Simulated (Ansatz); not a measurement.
Ansatz results at the PBE0-D4/def2-TZVP geometry: LUMO energy (PBE0/def2-TZVPP) -1.57 eV; LUMO energy (ωB97M-V/def2-TZVPP) 0.32 eV; LUMO energy (PBE/def2-TZVPP) -2.62 eV.

Each molecule was computed in one conformer, which needn't be the lowest.

Problem. Which molecule gave them?
A. `OC(F)(S)[SiH2]Cl`
B. `BC(O)[SiH2]C`
C. `BC(C)O[SiH3]`
D. `F[SiH]1C=NC1`

Solution. C. The others give `F[SiH]1C=NC1`: -1.21, 1.00, -2.31; `BC(O)[SiH2]C`: -1.21, 0.66, -2.15; `OC(F)(S)[SiH2]Cl`: -0.59, 1.28, -1.49.
